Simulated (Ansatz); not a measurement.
Isolated molecules relaxed with PBE0-D4/def2-TZVP in Ansatz; ΔE leaves out vibrations. CCSD(T)/CBS is the MP2 limit (def2-TZVPP, def2-QZVPP) plus CCSD(T) − MP2 in def2-TZVPP, frozen cores. This one scheme is used for every species. Functionals use def2-TZVPP. B3LYP here is the variant with VWN-RPA as its local correlation; programs differ in this. HSE06 is defined as in plane-wave codes. One conformer a species, not always the lowest.

`[CH3][Al]([OH])[SiH2]F` + CH₃OH → `CO[SiH2]F` + `[CH3][AlH][OH]`  (cleavage of the Si–Al bond)

`[CH3][Al]([OH])[SiH2]F`:

Z-matrix (Å, degrees):
```
C
Al 1 1.942
H 1 1.095 2 111.3
H 1 1.093 2 111.4 3 -120.6
H 1 1.095 2 111.3 3 118.7
O 2 1.699 1 118.3 3 120.7
Si 2 2.473 1 125.2 3 -59.3
H 6 0.956 2 122.7 1 180.0
F 7 1.618 2 108.7 1 -179.9
H 7 1.493 2 114.0 1 61.1
H 7 1.493 2 114.0 1 -60.9
```

CH₃OH:

Z-matrix (Å, degrees):
```
C
O 1 1.409
H 1 1.097 2 112.4
H 1 1.090 2 107.0 3 -118.5
H 1 1.097 2 112.4 3 123.0
H 2 0.959 1 108.5 3 -61.6
```

`CO[SiH2]F`:

```xyz
9

C     1.363    0.085   -0.164
O     0.236    0.336    0.649
Si   -1.292   -0.064    0.277
F    -1.849    0.839   -0.917
H     1.467    0.860   -0.929
H     2.250    0.095    0.470
H     1.296   -0.891   -0.657
H    -2.108    0.205    1.476
H    -1.363   -1.465   -0.204
```

`[CH3][AlH][OH]`:

Z-matrix (Å, degrees):
```
C
Al 1 1.941
H 1 1.092 2 111.9
H 1 1.095 2 111.0 3 120.7
H 1 1.095 2 111.2 3 -121.1
O 2 1.701 1 117.6 3 -3.3
H 2 1.589 1 124.2 3 176.8
H 6 0.956 2 122.5 1 -179.8
```

| level | ΔE (kJ/mol) | difference from CCSD(T)/CBS |
| --- | --- | --- |
| LDA (SPW92) | -106.9 | 14.6 |
| PBE-D4 | -96.8 | 24.7 |
| revPBE-D4 | -98.7 | 22.8 |
| BLYP-D4 | -115.4 | 6.1 |
| r2SCAN-D4 | -118.2 | 3.3 |
| B97M-V | -131.8 | -10.3 |
| PBE0-D4 | -104.3 | 17.2 |
| B3LYP-D4 | -120.1 | 1.4 |
| r2SCANh-D4 | -119.3 | 2.2 |
| r2SCAN0-D4 | -120.9 | 0.6 |
| HSE06-D4 | -103.9 | 17.6 |
| BHLYP-D4 | -129.0 | -7.5 |
| ωB97X-V | -120.1 | 1.4 |
| ωB97M-V | -127.1 | -5.6 |
| B2PLYP | -126.2 | -4.7 |
| PBE-QIDH | -119.1 | 2.4 |
| PBE | -96.6 | 24.9 |
| revPBE | -92.9 | 28.6 |
| BLYP | -113.6 | 7.9 |
| r2SCAN | -118.3 | 3.2 |
| PBE0 | -104.4 | 17.1 |
| B3LYP | -119.7 | 1.8 |
| r2SCANh | -119.5 | 2.0 |
| r2SCAN0 | -121.2 | 0.3 |
| HSE06 | -104.2 | 17.3 |
| BHLYP | -130.6 | -9.1 |
| CAM-B3LYP | -128.6 | -7.1 |
| RPA@PBE/def2-TZVPP | -120.9 | 0.6 |
| HF/def2-SVP | -130.0 | -8.5 |
| MP2/def2-SVP | -129.1 | -7.6 |
| CCSD/def2-SVP | -120.8 | 0.7 |
| CCSD(T)/def2-SVP | -119.7 | 1.8 |
| HF/def2-TZVPP | -140.9 | -19.4 |
| MP2/def2-TZVPP | -132.1 | -10.6 |
| SCS-MP2/def2-TZVPP | -132.9 | -11.4 |
| CCSD/def2-TZVPP | -124.6 | -3.1 |
| HF/def2-QZVPP | -142.6 | -21.1 |
| SCS-MP2/def2-QZVPP | -132.8 | -11.3 |
| MP2/CBS(def2) | -131.0 | -9.5 |
| CCSD/CBS(def2) | -123.5 | -2.0 |
| CCSD(T)/CBS | -121.5 | 0 |

Largest T1 diagnostic among the species: 0.012.

Leaving LDA and LC-ωPBE aside and taking each functional with its dispersion term where it has one, the values spread over 35.0 kJ/mol, from B97M-V to PBE-D4. LDA lies −10.4 kJ/mol from PBE without D4. In def2-TZVPP, CCSD(T) changes the Hartree–Fock value by +18.3 kJ/mol (the triples alone add +2.0 kJ/mol) and MP2 by +8.8 kJ/mol. From BLYP to BHLYP (50 % exact exchange), in def2-TZVPP and without D4, ΔE moves by −17.0 kJ/mol.
